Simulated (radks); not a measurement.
The numbers below are computed, except where a source is named.
Question: These are the eigenvalues of the occupied orbitals of an atom or ion with whole-number occupations (Ry). Code: a radial shooting solver on a logarithmic mesh with Libxc functionals. Model: scalar-relativistic Kohn-Sham, PBE, spin-polarised, spherical densities, point nucleus.

1s down: -1951.854
1s up: -1951.854
2s up: -291.6890
2s down: -291.6731
2p up: -261.9540
2p down: -261.9419
3s up: -56.17970
3s down: -56.17194
3p up: -46.42706
3p down: -46.41814
3d up: -31.16987
3d down: -31.15575
4s up: -10.00293
4s down: -9.94289
4p up: -7.12479
4p down: -7.06305
4d up: -2.97694
4d down: -2.91561
4f up: -0.47955

Which element is it, and in what charge state? The configuration may be excited. Open shells, if any, are filled with parallel spins first.

Answer: Z = 48, cadmium, charge +2: Cd2+ in [Kr] 4d9 4f1. The list shows which subshells hold electrons but not how many an open one holds; the 1s level, -975.93 hartree, gives Z - s = 44.2 by -(Z - s)^2/2, which with screening and relativity narrows Z to a few neighbours, and the depths of the outer levels then fix element, charge and occupations together.
